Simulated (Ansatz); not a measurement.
A convergence study on BF3 (boron trifluoride)

BF3 has 4 atoms, charge 0, and is taken as a singlet. As SMILES, `FB(F)F`. Geometry: relaxed at PBE0-D4/def2-TZVP.

```xyz
4

F     0.5439    0.2107    1.1743
B     0.0000    0.0000    0.0000
F    -0.2652   -1.2235   -0.3896
F    -0.2787    1.0128   -0.7847
```

Program: Ansatz 0.2.0. Method: MP2. Swept: basis set. Watched: the electronic atomisation energy. Each run: energy, 4 core orbitals frozen. Hardware: 1 thread of Arm Neoverse V1, shared host.

Deviations are taken from the sweep's last point, which isn't the limit.

```tsv
basis set	basis functions	value (eV)	from the best (eV)	wall time
aug-pcseg-0	52	17.5187	-3.9411	0.38 s
aug-pcseg-1	92	20.5124	-0.9474	1.1 s
aug-pcseg-2	184	21.2482	-0.2116	4.6 s
aug-pcseg-3	340	21.4598	0.0000	33 s
```

Over the sweep the value spans 3.9411 eV.
